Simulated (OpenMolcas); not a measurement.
# Fe2+: effect of the metal basis

Fe2+ with its 6 nearest oxide ions at 2.141 Å, on the Mg site of MgO (a = 4.2112 Å, distance in the model lattice 2.106 Å). The rest of the host is ab initio model potentials to 7.6 Å and point charges beyond; the distance is set by hand and nothing relaxes.

| Property | Result |
| --- | --- |
| Program | OpenMolcas 26.06 |
| Method | CASSCF |
| Spin-orbit coupling | state interaction with AMFI integrals over the reference wave functions |

Fixed: ligand basis ANO-RCC-VDZP, active space 6 electrons in 5 orbitals (3d), DKH2 Hamiltonian.

States (labels of O, the rotations of Oh). Energies in cm-1 above the lowest state or level, χT in cm3 K/mol; under a threefold ground state the first gap can be a small split of the lowest multiplet, not the spin-orbit step.

| Run | Metal basis | Ground state | First state of that spin | First gap with spin-orbit (degeneracies) | χT at 300 K | First state of another spin | Cost |
| --- | --- | --- | --- | --- | --- | --- | --- |
| A | ANO-RCC-VDZP | 5T2 | 5E 10515 | 188.1 (3, 2) | 4.039 | 3T1 14078 | roughly 40 core-seconds |
| B | ANO-RCC-VTZP | 5T2 | 5E 10435 | 188.5 (3, 2) | 4.040 | 3T1 14363 | roughly 30 core-seconds |

Against A, the first state of the same spin changes by -0.8 % in B.

Costs are those of the RASSCF and RASSI steps.

An orbital triplet at a regular site is open to Jahn-Teller coupling, which can distort the site and quench the lowest spin-orbit gaps and is left out. Without dynamic correlation the repulsion within the d shell is too large (B by tens of per cent), so at a given field states of lower spin stand too high. Ligand-to-metal charge-transfer states are missing. With no ligand orbital active B as a rule stays too high, so bands that hang on it stand too high and its fall with covalency is understated. With metal d orbitals alone and no dynamic correlation 10Dq can be off by a tenth to a fifth, either way, in oxide and fluoride hosts. No measured value stands beside these numbers; the geometry was set by hand and not optimised.
